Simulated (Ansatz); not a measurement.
The cluster Pd4O3⁺, relaxed as a doublet with UKS PBE-D4/def2-SVP in Ansatz, starting from the GFN2-xTB geometry. Force threshold 0.02 eV/Å.

In the def2 sets Pd takes a core potential; there is no spin–orbit coupling. The charge 1 doublet is spin-contaminated (final ⟨S²⟩ up to 1.39, 0.75 for a pure state). The structure comes from a short search, and lower isomers may exist.

Start:

```xyz
7

Pd    0.194   -1.002   -0.113
Pd    0.669   -3.366   -0.403
Pd    0.040    1.994   -0.449
Pd   -0.911    0.699    1.297
O     0.515    0.514   -0.912
O    -0.255    3.524   -0.276
O    -0.252   -2.362    0.857
```

```tsv
step	energy (eV)	largest force component (eV/Å)	SCF passes
1	-20039.5506	11.029	171
2	-20041.7097	3.674	224
3	-20042.2761	0.901	106
4	-20042.4123	0.752	96
5	-20042.4956	0.165	74
6	-20042.5343	0.218	65
7	-20042.5479	0.600	64
8	-20042.5695	0.434	58
9	-20042.5932	0.091	56
10	-20042.5975	0.208	55
11	-20042.6019	0.097	56
12	-20042.6040	0.031	47
13	-20042.6044	0.060	59
14	-20042.6057	0.047	47
15	-20042.6065	0.009	47
16	-20042.6071	0.233	54
17	-20042.6101	0.161	46
18	-20042.6221	0.213	52
19	-20042.6502	0.329	54
20	-20042.7071	0.452	54
21	-20042.8223	0.572	51
22	-20042.9572	0.327	50
23	-20043.0190	0.270	51
24	-20043.0786	0.194	49
25	-20043.0991	0.411	49
26	-20043.1391	0.250	46
27	-20043.1581	0.070	48
28	-20043.1605	0.036	40
29	-20043.1608	0.019	37
```

Force components are those of the run's own axes.

End:

```xyz
7

Pd   -0.246   -1.036   -1.141
Pd    0.824   -1.687    1.429
Pd    0.125    1.772   -0.407
Pd   -1.131    0.042    1.087
O    -0.363    0.688   -1.866
O     0.655    2.755    0.992
O     0.135   -2.534   -0.094
```

Bonds formed: Pd2–Pd4 (atoms count from 1). The end is the same structure that another start reached.

The force fell under the threshold at step 15, but the optimiser went on and released 0.554 eV more. No frequencies were taken in this run, so the end may be a saddle point.

It took 8.9 min on 4 threads of Intel Xeon on a shared host.
